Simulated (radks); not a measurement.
The numbers below are computed, except where a source is named.
Excited configurations of Xe+: one electron is placed in a higher orbital outside [Kr] 4d10 5s2 5p4. The ground configuration is [Kr] 4d10 5s2 5p5. Code: a radial shooting solver on a logarithmic mesh with Libxc functionals. Model: Dirac Kohn-Sham, PBE, spin-unpolarised, spherical densities, finite nucleus; open shells are shared between the two j in proportion to 2j + 1; Fermi nuclear charge, rms radius 4.7859 fm. Excitation = E - E(ground); binding = E(ion) - E, where the ion is the core of charge +2; n* = 2/sqrt(2 binding) in atomic units, and the quantum defect is n - n*. Eigenvalue and <r> are those of j = l + 1/2.

4f: excitation (eV) 17.916; binding (eV) 3.870; n* 3.750; quantum defect 0.250; eigenvalue (eV) -2.452; <r> (bohr) 7.077
5d: excitation (eV) 13.298; binding (eV) 8.488; n* 2.532; quantum defect 2.468; eigenvalue (eV) -5.456; <r> (bohr) 3.662
5f: excitation (eV) 18.901; binding (eV) 2.886; n* 4.343; quantum defect 0.657; eigenvalue (eV) -1.987; <r> (bohr) 11.25
6s: excitation (eV) 12.490; binding (eV) 9.296; n* 2.420; quantum defect 3.580; eigenvalue (eV) -7.099; <r> (bohr) 4.632
6p: excitation (eV) 14.817; binding (eV) 6.969; n* 2.795; quantum defect 3.205; eigenvalue (eV) -5.228; <r> (bohr) 5.762
6d: excitation (eV) 17.466; binding (eV) 4.320; n* 3.549; quantum defect 2.451; eigenvalue (eV) -3.263; <r> (bohr) 8.443
6f: excitation (eV) 19.720; binding (eV) 2.066; n* 5.132; quantum defect 0.868; eigenvalue (eV) -1.568; <r> (bohr) 17.38
7s: excitation (eV) 17.008; binding (eV) 4.778; n* 3.375; quantum defect 3.625; eigenvalue (eV) -3.789; <r> (bohr) 8.938
7p: excitation (eV) 17.881; binding (eV) 3.906; n* 3.733; quantum defect 3.267; eigenvalue (eV) -3.042; <r> (bohr) 10.54
7d: excitation (eV) 19.084; binding (eV) 2.703; n* 4.487; quantum defect 2.513; eigenvalue (eV) -2.116; <r> (bohr) 14.36
7f: excitation (eV) 20.274; binding (eV) 1.513; n* 5.998; quantum defect 1.002; eigenvalue (eV) -1.190; <r> (bohr) 25.15

The Delta-SCF ionisation energy is 21.786 eV (NIST Atomic Spectra Database: 20.975 eV, semi-empirical). Self-interaction in the functional shifts the binding energies and quantum defects, so they are the method's values and not measured ones. Spin polarisation and multiplet splitting are left out, so open shells lie too high by an amount that depends on their filling. Sharing an open shell by 2j + 1 raises it above the true ground level by a part of the spin-orbit splitting, which enters the differences from NIST.

Beside tabulated values, note that spin-unpolarised runs miss the spin-polarisation part of the exchange energy of open shells.
